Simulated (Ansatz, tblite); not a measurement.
Isomers of Be2O3 (singlet), found by a short tight-binding search and relaxed with PBE-D4/def2-TZVP in Ansatz.

The xTB rows come from tblite. Correlated methods freeze 3 core orbitals.

Run but left out: HF/def2-TZVPP (B: restricted singlet, unstable towards broken spin symmetry).

A further structure is left out (at the level of its geometry, an occupied level 0.64 eV above an empty one); at PBE0-D4/def2-TZVP its energy lies 2.78 eV above the lowest shown.

A: It holds 1 O–O bond. B: The restricted singlet is unstable towards broken spin symmetry in Hartree–Fock (as tested in another run); at PBE-D4/def2-TZVP, r2SCAN-D4/def2-TZVP, r2SCANh-D4/def2-TZVP, PBE0-D4/def2-TZVP and others this wasn't settled. At CCSD(T)/def2-TZVPP the restricted singlet (for correlated methods, its reference) is unstable: a solution with broken spin symmetry lies lower. It holds 1 O–O bond.

Other spin states were run for one of them alone.

A:

```xyz
5

Be    0.431    0.625    0.727
Be    0.265   -0.854   -0.553
O     1.345   -0.443    0.337
O    -0.955    0.913    0.244
O    -1.085   -0.242   -0.756
```

B:

```xyz
5

Be   -0.496   -0.395    0.649
Be    0.072    0.500   -0.754
O     0.834   -0.866   -0.214
O    -1.351    0.334   -0.334
O     0.940    0.427    0.652
```

Problem. Estimate their order by electronic energy at PBE0-D4/def2-TZVP, counted from the lowest.

Solution. A (0.0) < B (80.5), in kJ/mol.

Problem. Do the other levels pick the same lowest one?

Solution. All that were run do. Energies above each level's lowest (kJ/mol):

| level | A | B |
| --- | --- | --- |
| GFN1-xTB | 0.0 | 68.7 |
| GFN2-xTB | 0.0 | 62.2 |
| PBE-D4/def2-TZVP | 0.0 | 75.6 |
| r2SCAN-D4/def2-TZVP | 0.0 | 77.4 |
| r2SCANh-D4/def2-TZVP | 0.0 | 78.9 |
| PBE0-D4/def2-TZVP | 0.0 | 80.5 |
| ωB97X-V/def2-TZVP | 0.0 | 84.5 |
| MP2/def2-TZVPP | 0.0 | 76.6 |
| CCSD/def2-TZVPP | 0.0 | 88.1 |
| CCSD(T)/def2-TZVPP | 0.0 | 83.6 |
Point groups (tolerance 0.1 Å): A C2v, B C2v. Lower isomers may exist.
